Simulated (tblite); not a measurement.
Run record: molecular-dynamics run, `C#CC(F)(F)C(F)(F)F`.

Computed with GFN2-xTB (tblite), gas phase: Langevin dynamics at 600 K from the optimised GFN2-xTB geometry, time step 0.5 fs, friction 0.01 fs⁻¹, 2000 steps. The command runs a driver script over a list of jobs; the input below is this job's line of settings and its coordinates in Å. «temperature» is in K, «steps» counts time steps and «every» is the stride of the printed frames; «frames» go on to single points.

Command:
```bash
OMP_NUM_THREADS=1 python probes_run.py task.json out
```

Input:
```
{"job": {"kind": "md", "xc": "GFN2-xTB", "basis": "xTB", "temperature": 600, "steps": 2000, "every": 50, "frames": 5}, "charge": 0, "multiplicity": 1}
C      2.299675    -0.215253     0.066872
C      1.180512     0.186967    -0.060205
C     -0.181277     0.670389    -0.219143
F     -0.430764     1.065751    -1.490897
F     -0.433088     1.742141     0.570345
C     -1.199010    -0.453188     0.146431
F     -1.026425    -1.516458    -0.641214
F     -2.456995    -0.048676     0.016575
F     -1.024728    -0.854461     1.407067
H      3.280983    -0.572557     0.181640
```

**Question.** What does the run print? One trajectory will do; the random numbers aren't given.

**Answer.** 
```
t/fs     T/K      E/eV
    0.0   508.5   -888.45666
   25.0   274.2   -888.14811
   50.0   300.4   -887.94511
   75.0   497.7   -887.92473
  100.0   554.9   -887.96848
  125.0   503.4   -887.98412
  150.0   417.5   -887.76524
  175.0   647.5   -887.90313
  200.0   419.2   -887.79046
  225.0   563.7   -888.03209
  250.0   573.4   -887.93076
  275.0   353.0   -887.71942
  300.0   594.4   -887.81286
  325.0   780.3   -888.14081
  350.0   791.1   -888.06823
  375.0   413.5   -887.88148
  400.0   551.6   -888.01952
  425.0   552.3   -887.99154
  450.0   585.9   -887.78978
  475.0   792.0   -887.99228
  500.0   607.5   -887.50740
  525.0   492.7   -887.74374
  550.0   534.7   -887.63251
  575.0   589.3   -887.68087
  600.0   611.4   -887.54447
  625.0   848.4   -887.62200
  650.0   676.7   -887.70705
  675.0   815.3   -887.70460
  700.0   618.1   -887.30878
  725.0   916.7   -887.87092
  750.0   592.6   -887.38018
  775.0  1080.1   -887.60597
  800.0   649.4   -887.34440
  825.0  1157.9   -887.83497
  850.0   894.7   -887.54013
  875.0   827.9   -887.67324
  900.0   632.7   -887.64533
  925.0   797.0   -888.02932
  950.0   740.0   -887.89177
  975.0   735.0   -887.69773
 1000.0   803.1   -887.77945
```

E is the potential energy; T comes from the kinetic energy over all 3N coordinates.

**Question.** Sum up the printed frames.

**Answer.** 41 frames over 1000 fs. T runs from 274 K (25 fs) to 1158 K (825 fs), with a mean of 641 K over all frames and 744 K from 500 fs on. E starts at -888.457 eV, peaks 1.148 eV above that at 700 fs, and averages 0.802 eV above it from 500 fs on.

**Question.** Give the last frame.

**Answer.** 0.41 Å rms from the start after alignment:
```
atom  x, y, z in Å  |  force x, y, z in eV/Å
C1      1.289    1.125   -0.257    2.724   0.149   0.164
C2      0.127    0.986   -0.154   -0.721  -0.362   0.771
C3     -1.236    0.793    0.034   -3.542   0.144  -1.395
F4     -1.776    0.546   -1.306    0.191   0.395   2.050
F5     -1.876    1.900    0.561    0.449  -0.433  -1.043
C6     -1.732   -0.350    0.990   -1.749   0.011  -0.181
F7     -0.869   -1.307    1.137    1.492  -0.235   0.923
F8     -2.815   -1.067    0.573    0.082   1.179  -0.211
F9     -2.131    0.253    2.151    0.844  -1.028  -0.705
H10     2.330    1.165   -0.160    0.230   0.181  -0.375
```

**Question.** How long does this job take on one thread of an Arm Neoverse V2 (shared host)?

**Answer.** About 7.2 s.
